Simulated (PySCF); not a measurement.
Coordinates in bohr (charge -1 multiplicity 1):
```
I     0.0000    0.0000    0.0000
Br    5.1901    0.0000    0.0000
Br   -5.1901    0.0000    0.0000
```

These are results of PBE0/[I def2-SVPD with ECP28, Br def2-SVPD], scalar-relativistic core potentials, density fitting, no spin–orbit coupling, PySCF, not measurements.

This geometry of IBr₂⁻ is a stationary point at this level.

Q: What is the point group?

A: D∞h.

Q: Is it a minimum?

A: Yes: all harmonic wavenumbers are real.

Q: What are the dipole moment and the gap between the highest occupied and lowest empty levels?

A: 0.00 D about the centre of mass and 4.16 eV.

Q: Give the ideal-gas entropy at 298.15 K and 1 bar by parts.

A: translation 179.3, rotation 82.3, vibration 54.4, spin 0.0; total 316.0 J/(mol K).

Other isomers or separated fragments may lie lower. The lowest empty level of this anion is unbound, so it and the gap depend on the basis.
